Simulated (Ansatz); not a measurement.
Consider the redistribution: `N[SiH2]O[Si](N)(Cl)Cl` + `S[SiH](Cl)Cl` → `N[SiH2]O[SiH](N)Cl` + `S[Si](Cl)(Cl)Cl`.

Isolated molecules relaxed with PBE0-D4/def2-TZVP in Ansatz; ΔE leaves out vibrations. CCSD(T)/CBS adds triple-zeta CCSD(T) − MP2 to the extrapolated MP2 energy (def2 sets, frozen cores). DFT in def2-TZVPP. One conformer a species, not always the lowest.

| level | ΔE (kcal/mol) |
| --- | --- |
| PBE0-D4 | 3.2 |
| PBE | 3.0 |
| PBE0 | 3.4 |
| MP2/def2-TZVPP | 3.0 |
| CCSD/def2-TZVPP | 3.7 |
| HF/def2-QZVPP | 4.8 |
| SCS-MP2/def2-QZVPP | 3.2 |
| HF/CBS(def2) | 4.8 |

What does CCSD(T)/CBS give? (Best estimate.)

The calculation gave: +3.3 kcal/mol. The listed levels differ from it by -0.1, -0.3, 0.1, -0.3, 0.4, 1.5, -0.1, 1.5 kcal/mol.

Largest T1 diagnostic among the species: 0.010.

In def2-TZVPP, CCSD(T) changes the Hartree–Fock value by −1.3 kcal/mol (the triples alone add −0.3 kcal/mol) and MP2 by −1.8 kcal/mol.
